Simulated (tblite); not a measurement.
A tight-binding relaxation on `[GeH]([GeH3])[O]C` [radical].

Computed with GFN2-xTB geometry optimisation, gas phase (tblite 0.8.0). Start geometry: from a force field or distance geometry. A driver script takes a list of jobs; this job's settings line and coordinates (Å) are shown.

Command:
```bash
OMP_NUM_THREADS=1 python probes_run.py task.json out
```

Input:
```
{"job": {"kind": "relax", "xc": "GFN2-xTB", "basis": "xTB"}, "charge": 0, "multiplicity": 2}
C     -1.867700     0.125000     0.172500
O     -1.383800    -0.400700    -1.007100
Ge     0.302600    -0.913800    -0.967100
Ge     1.827700     0.448400     0.139600
H     -2.899800     0.524300    -0.035400
H     -1.995600    -0.636400     0.964100
H     -1.290200     0.972000     0.570700
H      0.563400    -2.405700    -0.989200
H      1.468500     0.830000     1.589300
H      3.200400    -0.276000     0.222100
H      2.079800     1.735800    -0.685400
```

Output:
```
step      E/eV     max force
  0    -369.43597    2.968
  1    -369.65348    2.687
  2    -370.03594    2.386
  3    -370.15053    1.316
  4    -370.24135    0.681
  5    -370.27929    0.609
  6    -370.30751    0.653
  7    -370.32526    0.416
  8    -370.33541    0.237
  9    -370.34181    0.246
... (53 lines left out)
 63    -370.51281    0.021
 64    -370.51285    0.018
 65    -370.51290    0.024
 66    -370.51297    0.027
 67    -370.51302    0.018
 68    -370.51305    0.011
 69    -370.51306    0.011
 70    -370.51308    0.011
 71    -370.51309    0.010
 72    -370.51310    0.009
```

«max force» is the largest atomic force in eV/Å.

Q: From which step on does the largest force stay under 0.1 eV/Å, and how much energy is left to gain from there?

A: From step 41 (0.096 eV/Å), 6.5 meV above the end.

Main results: energy lowered by 24.8 kcal/mol over 72 steps; largest atomic force 0.009 eV/Å at the end.

On one thread, Arm Neoverse V2 (aarch64) (shared host), this took 0.27 s wall.
Labels such as C1 count atoms from 1, the log's own numbers from 0.
